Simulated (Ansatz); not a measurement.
System: CBr₃ (charge 0, doublet). It need not be the lowest isomer of its formula. SMILES: Br[C](Br)Br
Coordinates optimised at B3LYP-D3(BJ)/def2-TZVP (Ansatz, a first-principles code):
```
C
Br 1 1.8821
Br 1 1.8821 2 117.37
Br 1 1.8821 2 117.37 3 148.30
```
Charge 0, spin multiplicity 2.

Property: atomisation energy (electronic, to ground-state atoms), in kJ/mol. Valence correlation only, unless marked. Open shells are spin-unrestricted. Spin-orbit coupling is left out. The frozen core is the preceding noble-gas configuration, with the filled d and f shells of earlier blocks. No relativistic terms. The coupled-cluster limit lacks core correlation, which all-electron functionals hold. CBS marks a two-point X^-3 extrapolation of the correlation energy; Hartree-Fock from the larger set.

```
level                         program  atomisation energy (kJ/mol)  minus last row
----------------------------  -------  ---------------------------  --------------
BHLYP/def2-TZVPD               Ansatz                        769.8           -94.1
RPA@PBE/cc-pVQZ                Ansatz                        726.3          -137.6
MP2/cc-pVTZ                    Ansatz                        868.3             4.4
CCSD/aug-cc-pVTZ               Ansatz                        785.8           -78.1
CCSD/CBS(cc-pVTZ,cc-pVQZ)      Ansatz                        815.0           -48.9
CCSD(T)/cc-pVDZ                Ansatz                        737.6          -126.3
CCSD(T)/CBS(cc-pVTZ,cc-pVQZ)   Ansatz                        863.9             0.0
```
